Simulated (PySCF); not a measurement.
## Worked example: chemical shift, span and skew from a shielding tensor

Ga(H)2(NH2) (GaH4N), SMILES [NH2][GaH2]. Atoms are numbered in the order given.

```xyz
6

Ga     0.0000     0.0000    -0.3844
H      0.0000    -1.3971    -1.0821
H      0.0000     1.3971    -1.0821
N      0.0000     0.0000     1.4393
H      0.0000    -0.8342     2.0030
H      0.0000     0.8342     2.0030
```

Geometry optimised at B3LYP-D3(BJ)/def2-TZVP.

GIAO shieldings from KT2/pcSseg-2 (PySCF), non-relativistic, no solvent. The symmetric part of the tensor of N4 has the principal values 57.7, 222.7, 235.3 ppm. The same nucleus in NH3 has σ = 261.9 ppm at this level (PySCF, at its B3LYP-D3(BJ)/def2-TZVP geometry).

Task: Work out the isotropic shielding, the ¹⁵N shift against NH3, the span and the skew.

Result: 
σ(iso) = (σ11 + σ22 + σ33)/3 = 171.9 ppm. δ = σ(ref) − σ(iso) = 261.9 − (171.9) = 90.0 ppm.
Span Ω = σ33 − σ11 = 177.6 ppm. Skew κ = 3(σ(iso) − σ22)/Ω = -0.86. Tumbling in solution averages the tensor to δ; in a static solid the shielding alone would spread this spin-1/2 line over Ω.
